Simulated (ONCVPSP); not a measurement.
**Before and after: ONCV potential for gallium (Ga)**

ONCVPSP 4.0.1 input, shortened (lines: element, Z, core and valence counts, functional; n l f; lmax; l rc ep ncon nbas qcut; lloc lpopt rc5 dvloc0; l nproj debl; icmod fcfact rcfact), PBEsol, scalar-relativistic:

```
  Ga 31.00    5    3  -116133      upf
    1    0    2.00
    2    0    2.00
    2    1    6.00
    3    0    2.00
    3    1    6.00
    3    2   10.00
    4    0    2.00
    4    1    1.00
    2
    0    2.05    0.00    3    8    4.00
    1    2.15    0.00    4    9    4.00
    2    1.35    0.00    5   10   13.20
    2    5    1.35    0.00
    0    1    2.60
    1    2    2.90
    2    0    1.70
    1    0.50    0.00
```

Change: fully relativistic.

Cutoffs: the cutoffs (Ha) at which the residual kinetic energy of the hardest occupied pseudo-wave falls to 1 and 0.1 mHa per electron; they do not see the model core or the augmentation charge, which bear on the density cutoff. Errors are all-electron minus pseudo energies relative to the spin-unpolarised reference configuration.

Task: Predict the effect on cutoff, ghosts and configuration errors.

Result: The potential gets neither clearly harder nor softer (68 Ha and 76 Ha → 68 Ha and 76 Ha); both files keep a bound ghost (s); the miss of the reference levels goes from 0.00 to 0.28 eV; of the 3 tests that both files solve, the error grows in 0 and shrinks in 2 by more than 15 % and 0.3 meV (median size 1.0 → 0.3 meV). In the changed file the local d channel has no projectors, so it cannot carry the spin–orbit splitting, and the file is wrong for that shell.

| quantity | base | changed |
| --- | --- | --- |
| cutoff, loose | 68 Ha | 68 Ha |
| cutoff, tight | 76 Ha | 76 Ha |
| loose cutoff by channel | s 6.1 Ha, p 3.8 Ha, d 68 Ha | s 6.1 Ha, p 3.8 Ha, d 68 Ha |
| bound ghosts | s | s |
| GHOST(+) flags under 300 eV | p at 24.3 eV | p3/2 at 22.3 eV, p1/2 at 27.7 eV |
| largest miss of a reference level, eV | 0.00 | 0.28 |
| tests with a reliable result | 3 of 4 | 3 of 4 |
| error for 3d10 4s2 4p0, meV [ΔE 5.68 eV] | -1.0 | -0.3 |
| error for 3d10 4s1 4p0, meV [ΔE 26.82 eV] | -12 | -8.8 |
| error for 3d10 4s2 4p0.5, meV [ΔE 2.03 eV] | -0.3 | 0.0 |
| s: phases at 2.08 bohr within 0.05 rad from the reference energy up to (Ha; the scan ends near 5) | 1.2 | 1.2 |
| rms error of d²Exc/dni dnj with the model core, mHa | 1.27 | 3.10 |

 A true bound ghost makes a file unfit for plane-wave use even where its test errors are small: the radial tests pick states by their node count and pass the ghost by.
